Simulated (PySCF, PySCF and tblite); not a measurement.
A run on one conformer of C6H18Si2, numbered as in [CH3:1][Si:2]([CH3:3])([CH3:4])[Si:5]([CH3:6])([CH3:7])[CH3:8], from an ensemble study. The sound level was PBE0/pcSseg-1 (IEF-PCM, chloroform) on GFN2-xTB geometries.

Input:

```
{"job": {"xc": "PBE0", "basis": "STO-3G", "kind": "nmr", "pop": false}, "charge": 0, "multiplicity": 1}
C     -2.073178    -1.543472     0.145663
Si    -1.113399     0.099097     0.361016
C     -1.219262     0.579508     2.211424
C     -2.059978     1.438763    -0.626023
Si     1.113320    -0.096575    -0.360923
C      2.073227     1.546043    -0.145467
C      1.218943    -0.578149    -2.211172
C      2.056351    -1.437307     0.628339
H     -1.613836    -2.345439     0.715745
H     -3.103701    -1.455915     0.478527
H     -2.092390    -1.852933    -0.895034
H     -2.248725     0.668955     2.547124
H     -0.731976     1.531731     2.398574
H     -0.735446    -0.163048     2.838897
H     -2.079279     1.205136    -1.686290
H     -3.090240     1.532604    -0.294180
H     -1.592251     2.412455    -0.515434
H      3.104434     1.458221    -0.476278
H      2.090187     1.856410     0.895040
H      1.614754     2.347397    -0.717206
H      0.736551     0.164975    -2.839125
H      0.729545    -1.529449    -2.397700
H      2.248222    -0.669937    -2.546921
H      2.071242    -1.204102     1.688821
H      1.587916    -2.410426     0.515183
H      3.087924    -1.531927     0.300673
```

Command: OMP_NUM_THREADS=1 python ens_run.py task.json out

Output:

```
coarse grid: 20928 points
cycle   1  E = -808.5241999156  dE = -2.531e-01  |g| = 4.815e-01  |ddm| = 5.690e+00
cycle   2  E = -808.5422658106  dE = -1.807e-02  |g| = 4.172e-01  |ddm| = 1.201e+00
cycle   3  E = -808.5965081238  dE = -5.424e-02  |g| = 1.707e-02  |ddm| = 5.681e-01
cycle   4  E = -808.5966276660  dE = -1.195e-04  |g| = 4.008e-03  |ddm| = 3.904e-02
cycle   5  E = -808.5966344513  dE = -6.785e-06  |g| = 9.052e-05  |ddm| = 7.460e-03
final grid: 187800 points
cycle   6  E = -808.5488261089  dE = -1.055e-05  |g| = 6.206e-03  |ddm| = 1.918e-02
cycle   7  E = -808.5488286755  dE = -2.567e-06  |g| = 5.530e-03  |ddm| = 1.556e-02
cycle   8  E = -808.5488382604  dE = -9.585e-06  |g| = 1.432e-04  |ddm| = 7.482e-03
cycle   9  E = -808.5488382688  dE = -8.351e-09  |g| = 1.678e-05  |ddm| = 2.856e-04
cycle  10  E = -808.5488382689  dE = -1.189e-10  |g| = 7.860e-07  |ddm| = 3.329e-05
converged SCF energy = -808.5488382689

GIAO shielding tensors (ppm)
atom      isotropic    diamagn.    paramagn.     s11        s22        s33       span
  0 C      235.185     247.642     -12.457    233.832    234.486    237.237      3.405
  1 Si     519.595     874.453    -354.858    504.001    527.287    527.498     23.497
  2 C      235.180     247.626     -12.445    233.836    234.468    237.237      3.401
  3 C      235.194     247.642     -12.449    233.833    234.519    237.228      3.395
  4 Si     519.534     874.452    -354.918    503.881    527.140    527.581     23.700
  5 C      235.182     247.642     -12.460    233.818    234.489    237.237      3.419
  6 C      235.175     247.629     -12.453    233.830    234.481    237.216      3.386
  7 C      235.190     247.676     -12.486    233.809    234.508    237.253      3.443
  8 H       33.068      33.418      -0.350     27.311     30.643     41.250     13.939
  9 H       32.954      31.189       1.765     26.939     29.630     42.292     15.353
 10 H       33.069      33.422      -0.353     27.314     30.646     41.247     13.933
 11 H       32.953      31.181       1.772     26.936     29.631     42.290     15.353
 12 H       33.067      33.406      -0.339     27.315     30.637     41.249     13.934
 13 H       33.066      33.411      -0.345     27.307     30.645     41.248     13.941
 14 H       33.071      33.420      -0.349     27.317     30.644     41.252     13.935
 15 H       32.956      31.189       1.766     26.942     29.632     42.294     15.352
 16 H       33.071      33.419      -0.348     27.314     30.646     41.253     13.939
 17 H       32.952      31.178       1.774     26.940     29.626     42.290     15.350
 18 H       33.067      33.418      -0.350     27.306     30.653     41.243     13.938
 19 H       33.066      33.406      -0.340     27.313     30.637     41.249     13.936
 20 H       33.066      33.405      -0.340     27.311     30.638     41.249     13.937
 21 H       33.066      33.413      -0.347     27.308     30.645     41.245     13.938
 22 H       32.951      31.174       1.777     26.939     29.626     42.288     15.350
 23 H       33.069      33.435      -0.366     27.307     30.658     41.242     13.935
 24 H       33.069      33.432      -0.363     27.312     30.650     41.245     13.933
 25 H       32.954      31.191       1.763     26.944     29.622     42.296     15.352
```

Task: What is wrong with this calculation?

Result: The setting at fault: minimal or split-valence basis without polarisation functions. (The solvent model also differs from the sound level's.) Self-consistency was reached.
